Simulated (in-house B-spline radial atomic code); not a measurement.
Eu. Computed with a B-spline radial atomic code. Model: non-relativistic spherical atom: semilocal Troullier-Martins pseudo-atom, one channel per l, against all electrons, high spin, G0W0 and RPA with empty states to l = 8, local potential for every l without a channel, a model core (radius 0 = none) keeps its share of the functional.

Without relativity these are model numbers for so heavy an element.

What the tables leave out is listed at the end.

The pseudopotential gives back the lowest level of each angular momentum of its own functional in the configuration it was made in; a second state of the same l is only approximately right. Exact exchange, RPA and GW see the smooth pseudo-orbitals and miss the exchange with the core, for which the functional's share stands in. The column with an uncorrelated core keeps all orbitals and exact exchange, and so separates missing core correlation from pseudisation. Only the three outermost levels and the lowest empty one were computed. RPA here is direct RPA, with no exchange kernel, and its energies carry an (l + 1/2)⁻⁴ tail. A hybrid on a potential with a model core restores only its own semilocal share of the core's exchange.

Command:
```bash
python run_psgw.py task.json out
```
Settings (lengths in bohr, energies in hartree):
```
Z                      63
electrons              63
configuration          [Xe] 4f7 6s2
generated_in           [Xe] 4f7 6s2
functional             pbe,pbe
core_shells            9
radius_factor          1.15
core_correction        False
ion_configuration      [Xe] 4f7 6s1
```

Cost of the run: 2.4 min on 1 thread of Arm Neoverse N1, with other jobs on the host.

Given: made with PBE; model core radius 0 bohr; local radius 1.655 bohr; mean-field start PBE.

Valence shells of the generating configuration: 5s, 5p, 4f, 6s.

Channel: s 1.523, p 1.651, d 2.403, f 2.279 (radii in bohr).

Computed: largest level miss in the spin-unpolarised generating configuration 0.032 eV; valence RPA correlation energy pseudo -1.2996 hartree; all-electron RPA polarisability, core included 154.26 bohr³; pseudo-atom RPA polarisability 155.42 bohr³; ionisation by mean-field pseudo minus all -0.099 eV; ionisation by RPA all-electron 5.726 eV; ionisation by RPA pseudo minus all -0.045 eV.

```
  level  occupied  mean-field all-electron (eV)  mean-field pseudo minus all (eV)  G0W0 all-electron (eV)  G0W0 uncorrelated core minus all (eV)  G0W0 pseudo minus all (eV)  exchange self-energy all-electron (eV)  exchange self-energy pseudo (eV)
6s down         1                       -3.2993                             0.071                 -5.4388                                  0.019                       0.074                                 -6.4512                           -5.8851
```

(1) What is the ionisation by mean-field all-electron?

(2) What is the valence RPA correlation energy all-electron orbitals?

Given: mean-field start PBE0.

Computed: valence RPA correlation energy all-electron orbitals -0.93189 hartree; valence RPA correlation energy pseudo -1.2368 hartree; pseudo-atom RPA polarisability 134.61 bohr³; ionisation by mean-field all-electron 5.2556 eV; ionisation by mean-field pseudo minus all -0.084 eV; ionisation by RPA all-electron 5.6115 eV.

```tsv
level	occupied	mean-field all-electron (eV)	mean-field pseudo minus all (eV)	G0W0 all-electron (eV)	G0W0 uncorrelated core minus all (eV)	G0W0 pseudo minus all (eV)	exchange self-energy all-electron (eV)	exchange self-energy pseudo (eV)
6s down	1	-3.7871	0.067	-5.5206	0.021	0.059	-6.3445	-5.8304
6s up	1	-3.9667	-0.13	-5.7113	0.019	-0.152	-6.7056	-6.5671
5d up (empty)	0	-1.5001	-0.411	-0.16993	0.011	-0.379	-5.8333	-6.6223
```

(3) What is the ionisation by RPA pseudo minus all?

(4) What is the all-electron RPA polarisability, core included?

Given: mean-field start Hartree-Fock.

Computed: all-electron RPA polarisability, core included 115.22 bohr³; pseudo-atom RPA polarisability 113.76 bohr³; ionisation by mean-field all-electron 4.4031 eV; ionisation by mean-field pseudo minus all -0.057 eV; ionisation by RPA all-electron 5.2479 eV; ionisation by RPA pseudo minus all -0.035 eV.

```
  level  occupied  mean-field all-electron (eV)  mean-field pseudo minus all (eV)  G0W0 all-electron (eV)  G0W0 uncorrelated core minus all (eV)  G0W0 pseudo minus all (eV)  exchange self-energy all-electron (eV)  exchange self-energy pseudo (eV)
6s down         1                       -4.5619                             0.073                 -5.4517                                   0.02                       0.039                                 -5.9088                           -5.4876
  6s up         1                       -4.7473                            -0.185                 -5.6439                                  0.017                      -0.222                                 -6.1892                           -6.1308
  4f up         1                       -19.445                             5.554                 -16.567                                  0.177                       3.064                                 -64.168                           -32.956
```

(5) What is the valence RPA correlation energy pseudo?

(6) What is the valence RPA correlation energy all-electron orbitals?

## Answers

(1) 5.3386 eV.

(2) -1.0089 hartree.

(3) -0.049 eV.

(4) 134.93 bohr³.

(5) -1.0915 hartree.

(6) -0.77159 hartree.

Among the listed levels the largest G0W0 shift of the pseudo-atom is +3.06 eV, for 4f up on the Hartree-Fock start, while leaving the core uncorrelated moves that level by +0.18 eV. So pseudisation and the lost core exchange, not the missing core correlation, make the error. Not in the tables (levels of low weight, unsolved or above zero; the highest and the empty levels are kept at any weight): on PBE the G0W0 levels 6s up (pseudo minus all -0.11 eV, weights 0.71 and 0.73), 4f up (pseudo minus all +2.93 eV, weights 0.67 and 0.00); on PBE0 the G0W0 levels 4f up (pseudo minus all +2.46 eV, weights 0.76 and 0.47).
